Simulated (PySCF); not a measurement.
## Sr: excitation energy

Sr [Kr] 5s2 (1S) → Sr [Kr] 4d2 (3F), as a difference of total energies. Calculation: PySCF 2.14, in dyall-av2z; the non-relativistic Hamiltonian (point nucleus). Correlated levels: valence: [Kr] frozen; virtual orbitals above 40 to 60 times the deepest correlated orbital energy dropped. The calculations carry no spin-orbit coupling.

```csv
method,excitation energy (eV)
UHF,4.036
LDA,3.728
PBE,3.448
PBE0,3.581
r2SCAN,3.256
TPSSh,3.417
BP86,3.484
r2SCANh,3.348
MP2 (valence),4.456
SCS-MP2 (valence),4.596
```

**Question.** How much does correlation contribute at MP2 (valence)?

**Answer.** 4.456 − (4.036) = 0.420 eV, measured against UHF.

A first-order spin-orbit estimate (lowest level to lowest level, LS coupling) adds -0.018 eV.
